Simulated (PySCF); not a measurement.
PySCF input file for Al(H)2(OMe) (CH5AlO), SMILES C[O][AlH2], C-PCM-PBE0/def2-SVP. Geometry: B3LYP-D3(BJ)/def2-TZVP.

```python
import numpy as np
from pyscf import gto, scf, dft
from pyscf.solvent import pcm

mol = gto.M(
    atom='''
    Al   -0.08851137   -1.19391512    0.00000000
    H     1.01763948   -2.30941567   -0.00000000
    H    -1.64436058   -1.46587824    0.00000000
    O     0.46029301    0.40365763    0.00000000
    C    -0.15832276    1.66773995   -0.00000000
    H    -1.25221017    1.59674745    0.00000000
    H     0.14858578    2.23187115    0.88503987
    H     0.14858578    2.23187115   -0.88503987
    ''',
    basis='def2-SVP',
    charge=0,
    spin=0,
    max_memory=1600,
    verbose=3,
)
mf = dft.RKS(mol, xc='pbe0').density_fit(auxbasis='def2-universal-jkfit')
mf.grids.level = 3
mf.conv_tol = 1e-9
mf.max_cycle = 100
mf.kernel()
res = {}
for name, eps in {'water': 78.355, 'n-hexane': 1.8819, 'N,N-dimethylformamide': 37.219}.items():
    s = mf.PCM()
    s.with_solvent.method, s.with_solvent.eps, s.with_solvent.lebedev_order = 'C-PCM', eps, 29
    s.kernel(mf.make_rdm1())
    res[name] = (s.e_tot, eps, s.dip_moment(), s.mo_energy, s.converged)
    print(f'{name}: electrostatic solvation free energy {(s.e_tot - mf.e_tot) * 627.509474:.3f} kcal/mol')
```

Output:

```
converged SCF energy = -358.369705195886

WARN: PCM is an experimental feature. It is still in testing.
Features and APIs may be changed in the future.

converged SCF energy = -358.376946616658
Dipole moment(X, Y, Z, Debye): -1.02566,  0.82072, -0.00000
water: electrostatic solvation free energy -4.544 kcal/mol

WARN: PCM is an experimental feature. It is still in testing.
Features and APIs may be changed in the future.

converged SCF energy = -358.372968684463
Dipole moment(X, Y, Z, Debye): -0.89500,  0.76990, -0.00000
n-hexane: electrostatic solvation free energy -2.048 kcal/mol

WARN: PCM is an experimental feature. It is still in testing.
Features and APIs may be changed in the future.

converged SCF energy = -358.376832681028
Dipole moment(X, Y, Z, Debye): -1.02160,  0.81915,  0.00000
N,N-dimethylformamide: electrostatic solvation free energy -4.473 kcal/mol
```

Self-consistency was reached.

Cost: roughly 25 core-seconds.
